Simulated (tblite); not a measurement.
C9H9N.
Geometry (GFN2-xTB, Å), atoms numbered from 1 in this order:
```xyz
19
C9H9N angstrom
C      2.195   -0.877    0.273
C      0.806   -0.442   -0.094
C     -0.160   -1.323   -0.383
C     -1.509   -0.900   -0.876
C     -2.152   -0.287    0.326
C     -1.738    0.895    0.805
C     -0.583    1.593    0.333
C      0.565    0.994   -0.092
C      1.665    1.830   -0.392
N      2.547    2.516   -0.654
H      2.912   -0.490   -0.451
H      2.474   -0.487    1.252
H      2.266   -1.961    0.292
H      0.024   -2.382   -0.266
H     -1.403   -0.153   -1.669
H     -2.079   -1.747   -1.251
H     -2.969   -0.815    0.797
H     -2.289    1.373    1.604
H     -0.582    2.672    0.437
```

Computed with GFN2-xTB (tblite): harmonic, unscaled wavenumbers at the GFN2-xTB geometry, gas phase. Against measured fundamentals such values can be off by several per cent, at times by over 20. One conformer, not necessarily the lowest.

Harmonic wavenumbers (cm⁻¹): 82.1, 121.8, 144.1, 166.3, 249.8, 260.9, 283.7, 336.7, 382.1, 421.4, 508.0, 547.4, 563.5, 639.2, 693.1, 732.4, 781.7, 824.7, 867.8, 894.7, 949.1, 997.0, 1032.4, 1034.1, 1078.2, 1109.3, 1133.8, 1191.0, 1206.1, 1228.4, 1265.6, 1277.5, 1341.3, 1376.9, 1405.5, 1464.3, 1475.1, 1482.6, 1541.8, 1637.6, 1661.9, 2365.2, 2940.9, 3004.1, 3019.2, 3024.5, 3047.0, 3048.9, 3056.8, 3070.4, 3077.3.

A = 2293, B = 1158, C = 861.2 MHz; mass 131.073 u (most abundant isotopes); point group C1, symmetry number 1.

Q: Zero-point energy?

A: ½Σν̃ = 33023 cm⁻¹ = 94.42 kcal/mol.

Q: Entropy at 400 K, 1 bar (ideal gas, RRHO, classical rotation)?

A: Translation 42.01, rotation 30.21, vibration 34.66: S = 106.9 cal/(mol K).

Q: And Cp and H(400 K) − H(0)?

A: Cp = 48.10 cal/(mol K), of which vibrations give 40.15 (their classical limit is 51 R = 101.3); H(400 K) − H(0) = 10.95 kcal/mol without the zero-point energy, 7.77 from vibrations.

Q: What must be added to the electronic energy to get the Gibbs energy at 400 K and 1 bar?

A: ZPE + [H(400 K) − H(0)] − T·S = 94.42 + 10.95 − 42.75 = 62.62 kcal/mol.

Q: How do the functions run with temperature in this model?

A: 
| T (K) | S (cal/(mol K)) | Cp (cal/(mol K)) | H − H(0) (kcal/mol) | G − H(0) (kcal/mol) | ln q(vib) |
| --- | --- | --- | --- | --- | --- |
| 100 | 66.5 | 16.9 | 1.15 | -5.50 | 0.87 |
| 200 | 81.4 | 27.4 | 3.37 | -12.92 | 2.94 |
| 300 | 94.5 | 38.0 | 6.64 | -21.73 | 5.26 |
| 500 | 118.6 | 56.8 | 16.21 | -43.08 | 10.13 |
| 800 | 149.6 | 74.9 | 36.22 | -83.46 | 17.39 |
| 1000 | 167.2 | 82.7 | 52.02 | -115.18 | 21.95 |

q(vib) and H(0) count from the zero-point level.

Hindered rotation and anharmonicity are outside this model. Other conformers, if any are populated, would add a mixing term that is left out. The structure is chiral; the term R ln 2 for an equal mix with its mirror image is left out.
